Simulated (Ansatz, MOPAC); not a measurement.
Molecule: BF, net charge 0, singlet state. SMILES: [B]F

Atoms: B1, F2. Bonds: B1-F2.

Bond lengths (Å) and angles (degrees) optimised at AM1 with MOPAC; MNDO with MOPAC; HF/3-21G with Ansatz (an electronic-structure program); PBE/6-31G* with Ansatz; B3LYP/LANL2DZ with Ansatz; MP2/6-31G* with Ansatz, each started from the B3LYP-D3(BJ)/def2-TZVP structure (Ansatz) of the last column. A row stands for all coordinates that are equal there. 6-31G* holds six Cartesian d functions.

```csv
coordinate,AM1,MNDO,HF/3-21G,PBE/6-31G*,B3LYP/LANL2DZ,MP2/6-31G*,B3LYP-D3(BJ)/def2-TZVP
B1-F2,1.278,1.266,1.303,1.284,1.346,1.281,1.265
```

Mean signed difference of all 1 bond lengths from B3LYP-D3(BJ)/def2-TZVP: AM1 0.013 Å, MNDO 0.001 Å, HF/3-21G 0.038 Å, PBE/6-31G* 0.019 Å, B3LYP/LANL2DZ 0.081 Å, MP2/6-31G* 0.016 Å.
